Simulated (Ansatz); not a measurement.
Wavefunction ladder for FH$_{3}$Sb$_{2}$, SMILES `[F][SbH][SbH2]`

Cartesian coordinates in Å:
```
F 1.671 0.538 -1.057
Sb -0.225 0.698 -1.352
Sb -1.073 -0.779 0.914
H -0.360 2.138 -0.423
H -0.412 -2.199 0.234
H 0.399 -0.396 1.684
```

The species carries charge 0 and has multiplicity 1. Correlated methods include outer-core shells of Sb, which these sets cover unevenly. Sb: def2 effective core potential. All single points use the PBE0-D4/def2-TZVP geometry. Frozen core, restricted reference, the Gaussian-basis code of Ansatz.

| basis | HF (Eh) | MP2 corr. | CCSD corr. | (T) | CCSD(T) total |
| --- | --- | --- | --- | --- | --- |
| def2-SVP | -579.61418 | -0.42560 | -0.46117 | -0.01161 | -580.08696 |
| def2-TZVPP | -579.76891 | -0.95611 | -0.95410 | -0.02884 | -580.75185 |
| def2-QZVPP | -579.77929 | -1.46115 | – | – | – |
